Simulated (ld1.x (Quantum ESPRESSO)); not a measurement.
**zinc, PAW: configuration errors across variants**

| Quantity | Value |
| --- | --- |
| Element | Zn (Z = 30) |
| Generator | ld1.x (Quantum ESPRESSO) 7.5 |
| Type | PAW |
| Functional | PW91 |
| Relativity | scalar-relativistic |
| Frozen core | [Ar] |
| Valence charge | 12 |
| Reference configuration | 3d10 4s1.5 4p0 (charge +0.5) |
| Partial waves | 4s (bound): rcut 1.40, rcutus 1.70 bohr; 4s channel at 1.3 Ry: rcut 1.40, rcutus 1.70 bohr; 4p (bound, empty): rcut 1.90, rcutus 2.60 bohr; 4p channel at 1.5 Ry: rcut 1.90, rcutus 2.60 bohr; 3d (bound): rcut 1.30, rcutus 1.70 bohr; 3d channel at 0.2 Ry: rcut 1.30, rcutus 1.70 bohr |
| Local potential | all-electron potential smoothed inside 2.00 bohr (lloc = -1) |
| Core correction | Bessel-smoothed model core, default radius (core density twice the valence density) |
| Augmentation charge | PSQ, inside the norm-conserving radii |

All-electron excitation energies from the reference (eV): (1) 3d10 4s2 4p0 -3.977; (2) 3d10 4s1 4p0 5.985; (3) 3d10 4s0 4p0 24.497; (4) 3d10 4s0 4p2 6.644; (5) 3d10 4s0 4p1 12.339.

The default core radius of the base comes out at 0.33 bohr.

The overlap operator is not positive definite (basis up to 400 Ry) in “all radii but the core radius scaled by about 1.22 (s 2.08, p 3.18, d 2.08 bohr, rcut 1.72/2.32/1.60); local potential all-electron potential smoothed inside 2.44 bohr (lloc = -1)”. Such files are unfit for use, however small their errors in these radial tests.

Tests that are not counted but printed errors over 1 eV. “base”: 3d8 4s0 4p0 (solver errors, printed error -1032 eV); 3d9 4s0 4p0 (solver errors, printed error -1225 eV). “waves 4p (bound): rcut 1.90, rcutus 2.56 bohr; 4p channel at 1.5 Ry: rcut 1.90, rcutus 2.56 bohr”: 3d8 4s0 4p0 (solver errors, printed error -1032 eV); 3d9 4s0 4p0 (solver errors, printed error -1225 eV). “local potential all-electron potential smoothed inside 3.00 bohr (lloc = -1)”: 3d8 4s0 4p0 (solver errors, printed error -1032 eV); 3d9 4s0 4p0 (solver errors, printed error -1225 eV). “core correction Bessel-smoothed model core inside 1.06 bohr”: 3d8 4s0 4p0 (solver errors, printed error -1032 eV); 3d9 4s0 4p0 (solver errors, printed error -1225 eV).

2 further variants failed, have other tests or another functional or relativity, and are left out.

Errors AE − PS in meV (a dash: test not solved or not reliable):

```csv
change,(1),(2),(3),(4),(5),bound ghosts
base,0.0,-1.4,-11,-2.4,-4.5,none
"all radii but the core radius scaled by about 1.22 (s 2.08, p 3.18, d 2.08 bohr, rcut 1.72/2.32/1.60); local potential all-electron potential smoothed inside 2.44 bohr (lloc = -1)",-0.6,-2.3,-20,-4.9,-7.2,not determined (overlap not positive)
"waves 4p (bound): rcut 1.90, rcutus 2.56 bohr; 4p channel at 1.5 Ry: rcut 1.90, rcutus 2.56 bohr",0.0,-1.4,-11,-2.4,-4.5,none
local potential all-electron potential smoothed inside 3.00 bohr (lloc = -1),-0.2,-1.6,-13,-2.5,-4.9,none
"waves 3d (bound): rcut 1.30, rcutus 2.18 bohr; 3d channel at 0.2 Ry: rcut 1.30, rcutus 2.18 bohr",-0.9,-2.6,-22,–,–,none
core correction Bessel-smoothed model core inside 1.06 bohr,0.0,-1.4,-11,-2.4,-4.5,none
```

Question: Give the same row for: wave 4p channel at 1.5 Ry: rcut 1.90, rcutus 2.60 bohr becomes 4p channel at 0.2 Ry: rcut 1.90, rcutus 2.60 bohr.

Answer: 0.0, -1.4, -11, -2.3, -4.4; bound ghosts: none. Not counted: 3d8 4s0 4p0 (solver errors, printed error -1032 eV); 3d9 4s0 4p0 (solver errors, printed error -1225 eV).
